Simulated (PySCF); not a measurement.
29Si chemical shifts

PySCF 2.14 calculation with geometry from GFN2-xTB and shieldings: GIAO PBE0/pcSseg-1; one conformer, in vacuum, non-relativistic Hamiltonian, rapidly exchanging positions averaged.

Shieldings were converted by a linear fit to measured shifts: 29Si: δ = 279.94 − 0.822σ (rms 8.9 ppm, 72 shifts, 25.8 ppm with the 6 outliers that the fit left out vs TMS, solution or neat liquid). Occasional misses reach two or three times the rms, and more in compound classes unlike the fitted ones.

**Question.** Give the 29Si shifts of `CC(C)[Si@@H]1CC[SiH2]N1`, `CC[C@@H]1C=C([SiH2]F)C(=O)O1`, `[SiH3]c1ncn([SiH3])n1`.

**Answer.** 
```
                                                     compound                                             environment  δ (ppm)
[CH3:1][CH:2]([CH3:3])[Si@@H:4]1[CH2:5][CH2:6][SiH2:7][NH:8]1  Si4: silicon bonded to 2 C, N, H, in a 5-membered ring     -2.7
[CH3:1][CH:2]([CH3:3])[Si@@H:4]1[CH2:5][CH2:6][SiH2:7][NH:8]1  Si7: silicon bonded to C, N, 2 H, in a 5-membered ring    -26.5
                                 CC[C@@H]1C=C([SiH2]F)C(=O)O1                             silicon bonded to C, F, 2 H    -12.9
               [SiH3:1][c:2]1[n:3][cH:4][n:5]([SiH3:6])[n:7]1                           Si6: silicon bonded to N, 3 H    -51.7
               [SiH3:1][c:2]1[n:3][cH:4][n:5]([SiH3:6])[n:7]1                           Si1: silicon bonded to C, 3 H    -74.0
```

**Question.** Match the shifts -5.0, -23.1, -38.2 ppm to `C[Si@@H](F)N=C=O`, `N#CC[C@@H]1C=CCC[Si@H]1Cl`, `CC(C)COC1=C([SiH2]Cl)C1`.

**Answer.** -5.0: N#CC[C@@H]1C=CCC[Si@H]1Cl (silicon bonded to 2 C, Cl, H, in a 6-membered ring); -23.1: C[Si@@H](F)N=C=O (silicon bonded to C, F, N, H); -38.2: CC(C)COC1=C([SiH2]Cl)C1 (silicon bonded to C, Cl, 2 H).
